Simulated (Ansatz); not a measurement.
`CBO[SiH2][SiH3]`, relaxed with RKS PBE-D4/def2-SVP in the Gaussian-basis code of Ansatz from a rough embedded geometry. The force threshold is 0.03 eV/Å; the program also tests the step.

The species carries charge 0 and has multiplicity 1.

Start:

```xyz
14

C    -1.484    0.618    1.270
B    -0.267   -0.215    1.647
O     1.044    0.168    1.182
Si    1.467   -0.754   -0.229
Si    0.493    0.219   -2.030
H    -1.214    1.520    0.591
H    -1.984    1.059    2.163
H    -2.213    0.036    0.680
H    -0.392   -1.095    2.420
H     2.850   -0.826   -0.400
H     0.869   -2.125   -0.076
H     1.026    1.616   -2.111
H    -1.019    0.288   -1.897
H     0.824   -0.509   -3.210
```

**Question.** By how much does the energy fall, and how many steps does the optimiser take? (Best estimate.)

**Answer.** The calculation gave: 0.85 eV, in 28 steps, 2 of them rejected.

**Question.** Which bonds change most? (An estimate is asked.)

**Answer.** Ansatz gave: Si4–H10 from 1.395 to 1.505 Å; Si4–Si5 from 2.267 to 2.362 Å; Si5–H14 from 1.426 to 1.508 Å; B2–O3 from 1.443 to 1.364 Å.

**Question.** Give the relaxed structure. (An estimate is asked.)

**Answer.** The calculation gave: 
```xyz
14

C    -1.273    0.847    1.244
B    -0.591   -0.485    1.732
O     0.444   -1.111    1.102
Si    1.425   -0.919   -0.270
Si    0.402    0.234   -2.061
H    -0.853    1.312    0.330
H    -1.230    1.597    2.066
H    -2.359    0.668    1.080
H    -0.985   -1.036    2.753
H     2.688   -0.218    0.153
H     1.775   -2.308   -0.722
H     0.374    1.721   -1.834
H    -1.008   -0.257   -2.258
H     1.191   -0.045   -3.315
```
